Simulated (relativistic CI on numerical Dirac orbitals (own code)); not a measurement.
**How well does a small relativistic CI reproduce W IV?**

Calculated at this level of theory: Dirac-Coulomb-Breit CI, orbitals from a KLI potential per configuration, a model potential for QED, valence Slater integrals scaled by 0.85, P86 correlation estimate, and configurations built on the next ion tied to the tabulated ionisation energy (semi-empirical) (own radial code, finite nucleus).

Configuration list (outside the closed core [Kr] 4d10 5s2): 4f14 5p6 5d3, 4f14 5p6 5d2 6s, 4f14 5p6 5d2 6p, 4f14 5p6 5d2 6d, 4f14 5p6 5d2 7s, 4f14 5p6 5d2 5f, 4f14 5p6 5d2 6f, 4f14 5p6 5d 6s2, 4f14 5p6 5d 6s 6p, 4f14 5p6 5d2 5g, 4f14 5p6 5d 5f2, 4f14 5p6 5d2 7p, 4f14 5p6 5d 6p2, 4f14 5p5 5d4, 4f14 5p6 5d2 7d, 4f14 5p6 5d 6s 7s, 4f14 5p6 5d 5g2, 4f14 5p6 5d 5f 6s, 4f14 5p6 5d2 7f, 4f13 5p6 5d4, 4f12 5p6 5d5, 4f14 5p6 5d 5g 6s, 4f14 5p6 5d 6p 7s, 4f14 5p6 5d 5f 6p. Levels of other configurations are missing.

```
  Configuration  Term (tabulated)     J  Measured (cm⁻¹)  Computed  Error  Purity (%)
   4f14 5p6 5d3                4F   3/2              0.0         0      0          90
   4f14 5p6 5d3                4F   5/2           3537.5      2988   -550          96
   4f14 5p6 5d3                4F   7/2           6744.6      5892   -852          93
   4f14 5p6 5d3                4F   9/2           9256.4      8373   -883          79
   4f14 5p6 5d3                4P   1/2          11772.9     11830     57          64
   4f14 5p6 5d3                2G   7/2          15260.9     14740   -521          91
   4f14 5p6 5d3                4P   5/2          17189.9     16537   -653          91
   4f14 5p6 5d3                2P   1/2          18364.8     17881   -484          60
   4f14 5p6 5d3                2H  11/2          22223.1     21394   -829         100
   4f14 5p6 5d3                2D   5/2          22766.4     22167   -599          86
   4f14 5p6 5d3              2F †   5/2          27937.6     28161    223          86
   4f14 5p6 5d3              2F †   7/2          28412.1     28282   -130          93
4f14 5p6 5d2 6s                4F   3/2          32692.4     40446   7754          95
4f14 5p6 5d2 6s                4F   5/2          35093.8     42474   7380          59
4f14 5p6 5d2 6s                4F   7/2          39029.7     46171   7142          97
4f14 5p6 5d2 6s                4F   9/2          43224.4     50051   6826          96
   4f14 5p6 5d3                2D   5/2          43286.6     42704   -582          57
4f14 5p6 5d2 6s                4P   1/2          45516.9     53264   7747          96
4f14 5p6 5d2 6s                4P   3/2          47679.6     55057   7378          90
4f14 5p6 5d2 6s                2D   3/2          51860.4     59021   7161          74
4f14 5p6 5d2 6s                2F   7/2          52828.2     59773   6945          70
4f14 5p6 5d2 6s                2D   5/2          56415.5     62964   6549          58
4f14 5p6 5d2 6s                2G   9/2          57050.1     64095   7045          95
4f14 5p6 5d2 6s                2G   7/2          58372.5     65252   6879          74
4f14 5p6 5d2 6s                2P   1/2          59628.2     66864   7236          89
4f14 5p6 5d2 6s                2P   3/2          64681.0     71307   6626          85
4f14 5p6 5d2 6s                2S   1/2          77607.9     84709   7101          93
4f14 5p6 5d2 6p               4G°   5/2          85290.0     91998   6708          64
4f14 5p6 5d 6s2                2D   3/2          87172.2     94673   7500          93
4f14 5p6 5d2 6p               4G°   7/2          92845.7     98862   6016          79
4f14 5p6 5d 6s2                2D   5/2          94725.1    101642   6917          95
4f14 5p6 5d2 6p               4D°   1/2          98463.7    105048   6585          68
4f14 5p6 5d2 6p               4G°   9/2          99028.3    104762   5733          59
4f14 5p6 5d2 6p               2D°   3/2         100449.9    105723   5273          56
4f14 5p6 5d2 6p               4D°   5/2         103216.5    109119   5902          58
4f14 5p6 5d2 6p               4D°   1/2         103682.4    109554   5871          82
4f14 5p6 5d2 6p               2G°   7/2         106730.4    112213   5483          55
4f14 5p6 5d2 6p               2G°   7/2         108872.0    117064   8192          56
4f14 5p6 5d2 6p               4D°   3/2         108922.3    114235   5313          73
4f14 5p6 5d2 6p               4G°  11/2         109190.3    113948   4758          96
4f14 5p6 5d2 6p               2F°   5/2         110658.5    116199   5540          60
4f14 5p6 5d2 6p               4P°   3/2         113533.1    119101   5567          60
4f14 5p6 5d2 6p               2G°   9/2         115422.9    120668   5245          82
```

Measured levels from measured levels as listed in J. Phys. B 45, 035001 (2012); pairs were made by configuration, J and term (by order where the table uses no LS term), so strongly mixed levels may be paired wrongly.

Mean error by configuration (cm⁻¹): 4f14 5p6 5d3 -590; 4f14 5p6 5d2 6s 7126; 4f14 5p6 5d2 6p 5870; 4f14 5p6 5d 6s2 7209. Over the excited levels the mean absolute error is 5060 cm⁻¹ (42 of the 69 excited levels that our extract of the source holds in range could be paired, and the others can miss by more), and the median relative error of those above 1,000 cm⁻¹ is 7.4 %. Some levels of the ground configuration have no partner. † marks terms whose computed intervals miss the measured ones by more than a factor of 2.5, or configurations far off the rest, from wrong mixing, a near crossing or a doubtful label or measurement; they are left out of the means.
